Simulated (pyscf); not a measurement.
A first-order saddle from PySCF, ωB97X-D3(BJ)/def2-SVP:

```xyz
7

I     -2.2830     0.7227     0.7879
Si     0.0972     0.1183    -0.5851
H      0.2321     1.6006    -0.5936
H     -0.5744    -0.3903    -1.8002
H      1.5126    -0.3323    -0.4908
I     -0.3460    -2.2060     0.9374
H     -1.7962    -1.0424     1.2013
```
Charge 0, spin multiplicity 1.

Surface: singlet, charge 0. Lowest wavenumbers (cm⁻¹): 775i, 154, 161, 242, 284.

Question: What reaction is this the transition state of?

Answer: HI + H₃Si–I ⇌ H₃Si–I + HI, a four-centre exchange read from left to right: H–I, I–Si broken and I–Si, H–I formed. At ωB97M-D3(BJ)/def2-TZVP it lies +38.6 kcal/mol from the left side and +38.6 kcal/mol from the right (each side as separated species at their lowest minima found). One saddle was located; it need not be the lowest between these sides. Elements past Kr carry the def2 core potentials, without spin-orbit coupling.
